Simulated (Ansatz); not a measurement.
Species: CH₂NO, charge 1, multiplicity 1. It need not be the lowest isomer of its formula. 
Structure (B3LYP-D3(BJ)/def2-TZVP (Ansatz, a quantum-chemistry and plane-wave program) minimum search):
```
C
N 1 1.1405
O 1 1.2401 2 174.27
H 3 0.9817 1 117.72 2 -180.00
H 2 1.0092 4 165.89 3 180.00
```
Charge +1, spin multiplicity 1.

Basis-set convergence of Hartree-Fock and CCSD correlation energies (hartree) with Ansatz. Cores are frozen in the correlated levels unless marked. No spin-orbit coupling. Non-relativistic.

| basis | functions | E(HF) | E(corr, CCSD) |
|---|---|---|---|
| aug-cc-pVDZ | 87 | -168.05437 | -0.48644 |
| aug-cc-pVTZ | 184 | (withheld) | (withheld) |

Problem. Fill in the missing entries.

Solution. 
- aug-cc-pVTZ, E(HF): -168.09898
- aug-cc-pVTZ, E(corr, CCSD): -0.57912
